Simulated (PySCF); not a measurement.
# Static response to an electric field

Species: CF3CH2CO2H, C3H3F3O2.
Geometry (GFN2-xTB, Å), atoms numbered from 1 in this order:
```xyz
11
C3H3F3O2 angstrom
O      1.4368   -0.7817    1.5346
C      1.0380   -0.4472    0.4589
O      1.7768    0.1625   -0.4605
C     -0.3847   -0.6761   -0.0431
C     -1.1205    0.6426   -0.2176
F     -2.4038    0.4361   -0.5505
F     -1.1289    1.3764    0.9016
F     -0.5981    1.4099   -1.1788
H      2.6760    0.3346   -0.1380
H     -0.3566   -1.1728   -1.0144
H     -0.9297   -1.2817    0.6819
```

Level: CAM-B3LYP/def2-SVPD (PySCF), static field, nuclei fixed, core orbitals frozen in the response. The polarisability tensor in these axes (au):

```
x   50.83  0.16  2.44
y    0.16 41.48 -3.76
z    2.44 -3.76 47.02
```

Problem. Diagonalise the tensor; give its mean and Δα, where Δα² is half the sum of the squared differences of the eigenvalues.

Solution. Principal values 39.43, 47.62 and 52.28 au; mean 46.44 au = 6.88 Å³ = 7.66 × 10⁻⁴⁰ C²·m²/J; Δα = 11.26 au (24 % of the mean).

Problem. What is the dipole moment, and where does it point?

Solution. (1.13, -1.17, -1.40) D, 2.15 D in size, pointing from the negative to the positive side. Measured along this direction, the outermost atoms are F7 at the negative end and H9 at the positive end.

Problem. Give the principal axes and the span of the nuclei along them.

Solution. Largest value along (0.84, -0.17, 0.51), where the nuclei span 4.51 Å; middle along (-0.52, -0.45, 0.72), 3.22 Å; least along (-0.11, 0.88, 0.47), 3.22 Å. 

Problem. Find the Langevin capture rate constant for O2+ (31.990 u) meeting this molecule (128.009 u), k = 2.342 × 10⁻⁹ cm³/s × √(α in Å³ / reduced mass in u).

Solution. The reduced mass is 25.59 u, so k = 1.21 × 10⁻⁹ cm³/s. The formula leaves out the permanent dipole, which adds to the capture rate.

Problem. In a dilute gas of rigid molecules at 400 K, how does the orientational term μ²/3kT compare with the electronic polarisability?

Solution. In Gaussian units μ²/3kT = 27.79 Å³ against 6.88 Å³, a ratio of 4.04; the Debye molar polarisation (4π/3)N_A(α + μ²/3kT) is 87.5 cm³/mol, leaving out the vibrational part.

Problem. Estimate the molar refractivity from the static electronic polarisability.

Solution. Lorentz–Lorenz: R = (4π/3)N_A α = 2.5225 cm³/(mol·Å³) × 6.88 Å³ = 17.4 cm³/mol, in the limit of long wavelengths.

Problem. Give the eigenvalues of the traceless quadrupole moment Θ = ½Σq(3rr − r²1), origin at the centre of nuclear charge.

Solution. -12.42, 2.52, 9.90 D·Å. The values depend on the origin, since the dipole doesn't vanish. The electronic extent ⟨r²⟩ about the same centre is 888 bohr², a root-mean-square distance of 1.97 Å for the 64 electrons.

Geometry: GFN2-xTB, one conformer, isolated molecule.
